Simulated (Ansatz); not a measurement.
Mulliken charges of CH5BFNSi (`FBC1N[SiH2]1`) from ωB97M-V/def2-TZVPP in Ansatz (PBE0-D4/def2-TZVP geometry).

```csv
atom,x (Å),y (Å),z (Å),charge (e)
F1,-1.998,1.140,-0.384,-0.243
B2,-1.313,0.667,0.654,0.153
C3,-0.248,-0.405,0.469,-0.161
N4,-0.012,-1.021,-0.873,-0.303
Si5,1.188,0.173,-0.577,0.323
H6,-1.514,1.170,1.726,0.014
H7,0.102,-0.951,1.346,0.115
H8,0.198,-2.009,-0.841,0.116
H9,2.537,-0.204,-0.105,-0.016
H10,1.143,1.388,-1.411,0.003
```

Problem. By hand: the dipole of these point charges (1 e Å = 4.8032 D).

Solution. Σ q r = (0.688, -0.063, 0.275) e Å, of length 0.744 e Å = 3.57 D.

Problem. How does the dipole of the full density compare? (Estimate.)

Solution. Computed: (0.562, -0.247, 0.144) e Å, 3.03 D; the point charges give 1.18 times that, at 20° from its direction.

Point charges leave out the atoms' own dipoles, such as those of lone pairs, and Mulliken's split depends on the basis, so the two needn't agree.
